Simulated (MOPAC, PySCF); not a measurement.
H$_{5}$AlS$_{2}$Si, SMILES `[SiH3][Al]([SH])[SH]` (S–Al–S–H torsion -179°, S–Al–S–H torsion -1°), neutral singlet in the gas phase. 

Z-matrix (Å, degrees):
```
Al
S 1 2.1836
H 2 1.3449 1 93.85
S 1 2.1864 2 116.66 3 -0.73
H 4 1.3441 1 93.27 2 -178.95
Si 1 2.4417 2 120.77 3 178.61
H 6 1.4885 1 111.65 2 36.92
H 6 1.4898 7 108.05 1 121.53
H 6 1.4898 7 108.37 8 116.54
```
Charge 0, multiplicity 1.

All levels are single points at this geometry (PBE0-D3(BJ)/def2-TZVP); Pople sets use spherical d functions. Orbital energies aren't observables, and empty levels follow the basis.

B3LYP/6-31G* in PySCF gives HOMO (eV) = -7.29.

Estimate the HOMO (eV) from each of these levels: M06-2X/def2-TZVP in PySCF; M06-2X/6-31G* in PySCF; SVWN5/6-31G* in PySCF; HF/6-31G* in PySCF; HF/STO-3G in PySCF; AM1 in MOPAC; PM3 in MOPAC; PM7 in MOPAC.


```csv
level,HOMO (eV)
M06-2X/def2-TZVP in PySCF,-8.75
M06-2X/6-31G* in PySCF,-8.70
SVWN5/6-31G* in PySCF,-6.47
HF/6-31G* in PySCF,-10.34
HF/STO-3G in PySCF,-6.71
AM1 in MOPAC,-9.58
PM3 in MOPAC,-9.70
PM7 in MOPAC,-8.76
```
